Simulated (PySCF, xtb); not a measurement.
C₄H₇BFN, SMILES FCB1C=CCN1.

Coordinates come from a PBE0-D3(BJ)/def2-SVP optimisation. The structure was generated by enumeration, and PubChem lists no compound with its InChIKey, so it may never have been made. The values are those of a single conformer.

Computed with IEF-PCM-PBE0/def2-SVP run with PySCF 2.14.0.

The values are the electrostatic part of the solvation free energy, E(continuum) − E(gas) at the gas-phase geometry, in a cavity of scaled van der Waals radii (PySCF's table); cavitation and dispersion terms are not included. In vacuum the orbital gap is 6.90 eV. The dipole moment in vacuum is 2.02 D.

```
solvent            ε  ΔG(elec) (kcal/mol)  dipole (D)  gap (eV)
-------------  -----  -------------------  ----------  --------
water          78.36                 -4.1        2.47      6.91
cyclohexanone  15.62                 -3.8        2.43      6.91
chloroform      4.71                 -3.0        2.34      6.90
```

For comparison, GFN2-xTB/ALPB(water) (xtb, at the GFN2-xTB geometry, all terms of that model) gives -4.0 kcal/mol.
